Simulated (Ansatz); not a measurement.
Ansatz (a first-principles code) input (CCSD(T)/cc-pwCVTZ):
A basis named .json is the Basis Set Exchange file of that set.

Ansatz 0.2 input:
```yaml
crystal:
  periodic: [false, false, false]
  atoms:
    - {symbol: Si, position_ang: [0.74010310, 0.20827413, -0.74527063]}
    - {symbol: C, position_ang: [1.77816733, -1.16121467, -0.10956583]}
    - {symbol: Cl, position_ang: [0.74004471, 1.86738642, 0.40201824]}
    - {symbol: O, position_ang: [-0.95750118, -0.40294185, -0.64948535]}
    - {symbol: Si, position_ang: [-1.81245084, -1.18354430, 0.71834873]}
    - {symbol: H, position_ang: [0.79393181, 0.52829736, -2.17428037]}
    - {symbol: H, position_ang: [1.63750798, -2.06750364, -0.70203679]}
    - {symbol: H, position_ang: [2.82852893, -0.86807333, -0.18311674]}
    - {symbol: H, position_ang: [1.57411879, -1.37713891, 0.94043172]}
    - {symbol: H, position_ang: [-3.15174080, -0.59159793, 0.63751310]}
    - {symbol: H, position_ang: [-0.99674484, -0.75748130, 1.85868065]}
    - {symbol: H, position_ang: [-1.74804545, -2.61810965, 0.42158465]}
    - {symbol: H, position_ang: [-1.51444296, -0.14935628, -1.40290165]}
basis:
  gaussian:
    orbitals: cc-pwCVTZ.json
total_charge: 1
magnetization: {spin_polarized: false}
correlation: {method: ccsd_t, electrons: outside_noble_gas}
```

End of the output:

```
integrals: 5.06 GiB planned
2146 factors; integrals over basis functions are off by at most 9.0e-4 eV
2.54 GiB of device memory are held for the factors and their scratch space
mean field: 2.62 GiB planned
mean field evaluation 1: about -31416.5572 eV, gradient 5.0e1 eV
mean field evaluation 2: about -31416.9275 eV, gradient 5.0e1 eV
mean field evaluation 4: about -31422.1077 eV, gradient 4.5e0 eV
mean field evaluation 8: about -31422.1865 eV, gradient 2.5e-1 eV
mean field evaluation 16: about -31422.1871 eV, gradient 2.9e-6 eV
mean field -31422.18705169 eV, -1154.7440754262 hartree, gradient 2.9e-6 eV, S^2 0.000000; 0 other end points of the search recorded, 0 dependent functions left out
17 core orbitals not correlated
reference -31422.18705169 eV, -1154.7440754262 hartree; 16, 16 occupied and 342, 342 virtual orbitals, 2146 factors
second order -23.35453184 eV of doubles, -0.00000000 eV of singles
coupled cluster: 30.90 GiB planned
cycle   1  -24.32844564 eV  change   -9.7e-1 eV  update   9.7e-2
cycle   2  -24.94690457 eV  change   -6.2e-1 eV  update   2.8e-2
cycle   3  -25.03639631 eV  change   -8.9e-2 eV  update   1.2e-2
cycle   4  -25.02538073 eV  change    1.1e-2 eV  update   2.6e-3
cycle   5  -25.02565704 eV  change   -2.8e-4 eV  update   1.0e-3
cycle   6  -25.02559121 eV  change    6.6e-5 eV  update   2.7e-4
cycle   7  -25.02545681 eV  change    1.3e-4 eV  update   9.5e-5
cycle   8  -25.02547334 eV  change   -1.7e-5 eV  update   3.2e-5
perturbative correction -0.92687272 eV, -0.0340619443 hartree
Total energy: -31448.13939775 eV, -1155.6978065528 hartree
```

It need not be the lowest isomer of its formula.
